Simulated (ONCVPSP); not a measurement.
## Potentials for iron compared

Generated with ld1.x 7.5 (TM, RRKJ, ultrasoft, PAW), atompaw 4.2 or ONCVPSP 4.0.1. The cutoff is in Ry: for ld1.x and atompaw files where the sum of valence levels is converged to 10 mRy in a Bessel basis, for ONCV files where the hardest occupied wave has 1 mHa per electron of residual kinetic energy. The error is the largest all-electron minus pseudo excitation energy over each file’s own four to seven test configurations (ionisations up to +4, promotions, holes and added fractions of an electron), all of which were solved. The labels leave out finer settings (local radius, basis sizes, second energies), which also bear on the numbers. Spin-polarised tests are not counted. The rows are a selection from randomly drawn settings: files with unsolved tests, undetermined cutoffs or missed reference levels are left out.

A true bound ghost makes a file unfit for plane-wave use even where its test errors are small: the radial tests pick states by their node count and pass the ghost by.

| potential | cutoff (Ry) | largest error (meV) | bound ghosts |
| --- | --- | --- | --- |
| ONCV, PBE, scalar-relativistic, rc 2.60/1.25/1.65 (spd), local smoothed, core correction yes, reference 3p6 3d6 4s2, qcut 2.4/11.7/9.1, projectors 2/2/2 | 70 | +84 | s |
| ONCV, PBE, scalar-relativistic, rc 1.70/1.85/1.15 (spd), local smoothed, core correction no, reference 3d6 4s1.5, qcut 3.1/4.1/11.1, projectors 3/2/2 | 116 | +72 | s, p |
| ONCV, PW91, scalar-relativistic, rc 2.15/1.10/1.20 (spd), local smoothed, core correction yes, reference 3p6 3d6 4s2, qcut 2.4/10.6/11, projectors 2/1/1 | 111 | -116 | s |
| ONCV, PBE, scalar-relativistic, rc 1.20/1.05/1.85 (spd), local smoothed, core correction yes, reference 3s2 3p6 3d6 4s2, qcut 8.8/14.6/8.5, projectors 2/2/2 | 136 | +144 | none |
| ONCV, PBE, scalar-relativistic, rc 2.40/2.40/1.10 (spd), local smoothed, core correction yes, reference 3d6 4s1.75, qcut 3.1/4/13.6, projectors 2/2/2 | 142 | -114 | none |
| ONCV, PBEsol, scalar-relativistic, rc 1.15/1.20/1.15/1.05 (spdf), local smoothed, core correction no, reference 3s2 3p6 3d6 4s2, qcut 10.7/12/16.5/10.5, projectors 2/2/2/2 | 172 | -2.6 | none |
| ONCV, PBE, scalar-relativistic, rc 1.80/1.85/1.20 (spd), local smoothed, core correction no, reference 3d6.5 4s1.5, qcut 3.2/4.4/11, projectors 1/3/2 | 110 | +104 | s, p |
| ONCV, LDA (Perdew-Zunger), scalar-relativistic, rc 1.55/1.05/1.25 (spd), local smoothed, core correction yes, reference 3s2 3p6 3d6 4s2, qcut 8.2/13.9/14.7, projectors 2/1/2 | 143 | +40 | none |

Question: Fill in the row for Fe: ONCV, PBEsol, scalar-relativistic, rc 1.45/0.80/0.95/1.10 (spdf), local smoothed, core correction yes, reference 3s2 3p6 3d6 4s1.5, qcut 6.5/9.1/14.5/10.8, projectors 2/2/2/1.

Answer: cutoff 247 Ry, largest error -0.8 meV, bound ghosts: none.
